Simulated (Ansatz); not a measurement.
Reaction (isomerisation): `C=N[SiH2]S` → `NC1[SiH2]S1`

Computed with Ansatz on PBE0-D4/def2-TZVP structures; ΔE is electronic, products minus reactants. CCSD(T)/CBS is the MP2 limit (def2-TZVPP, def2-QZVPP) plus CCSD(T) − MP2 in def2-TZVPP, frozen cores. DFT in def2-TZVPP. B3LYP here is the variant with VWN-RPA as its local correlation; programs differ in this. One conformer a species, not always the lowest.

**Question.** Is it downhill or uphill in electronic energy at CCSD(T)/CBS, and by how much? (Best estimate.)

**Answer.** Computed: Uphill: ΔE = +0.70 eV.

**Question.** What do these levels give: revPBE-D4, B97M-V, B3LYP-D4, r2SCAN0-D4, r2SCANh, HF/def2-SVP, CCSD(T)/def2-SVP, MP2/def2-TZVPP, SCS-MP2/def2-TZVPP, CCSD(T)/def2-TZVPP, SCS-MP2/def2-QZVPP, MP2/CBS(def2)? (Estimate.)

**Answer.** Computed: revPBE-D4 0.49, B97M-V 0.62, B3LYP-D4 0.75, r2SCAN0-D4 0.55, r2SCANh 0.54, HF/def2-SVP 1.09, CCSD(T)/def2-SVP 0.80, MP2/def2-TZVPP 0.65, SCS-MP2/def2-TZVPP 0.79, CCSD(T)/def2-TZVPP 0.76, SCS-MP2/def2-QZVPP 0.76, MP2/CBS(def2) 0.59 eV.

Largest T1 diagnostic among the species: 0.013.

From PBE to PBE0 (25 % exact exchange), in def2-TZVPP and without D4, ΔE moves by +0.04 eV. At CCSD(T), def2-SVP lies +0.11 eV from the extrapolated value and def2-TZVPP +0.06 eV. Leaving LDA and LC-ωPBE aside and taking each functional with its dispersion term where it has one, the values, not all of them listed here, spread over 0.39 eV, from PBE-D4 to BHLYP-D4. LDA lies −0.24 eV from PBE without D4.
